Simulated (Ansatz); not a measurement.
Program: Ansatz. Geometries: PBE0-D4/def2-TZVP. ΔE: electronic, gas phase. CCSD(T)/CBS adds triple-zeta CCSD(T) − MP2 to the extrapolated MP2 energy (def2 sets, frozen cores). This one scheme is used for every species. DFT in def2-TZVPP. For Ge outer-core shells are correlated without core-valence functions, which leaves a few kJ/mol of doubt a bond. Scalar relativity is left out up to krypton. One conformer a species, not always the lowest.

Reaction (silylene formation by 1,1-elimination): `N[SiH2][S][GeH3]` → `[SH][GeH3]` + `N[SiH]`

```
             level  ΔE (kJ/mol)
         revPBE-D4        220.4
          BHLYP-D4        235.9
      CAM-B3LYP-D4        224.2
           ωB97X-V        235.0
           ωB97M-V        220.8
           LC-ωPBE        240.1
     HF/def2-TZVPP        214.8
CCSD(T)/def2-TZVPP        220.8
```

Problem. What does CCSD(T)/CBS give? (Estimate.)

Solution. Computed: +230.7 kJ/mol. The listed levels differ from it by -10.3, 5.2, -6.5, 4.3, -9.9, 9.4, -15.9, -9.9 kJ/mol.

Largest T1 diagnostic among the species: 0.015.

From PBE to PBE0 (25 % exact exchange), in def2-TZVPP and without D4, ΔE moves by +16.0 kJ/mol. At CCSD(T), def2-SVP lies −32.6 kJ/mol from the extrapolated value and def2-TZVPP −9.9 kJ/mol.
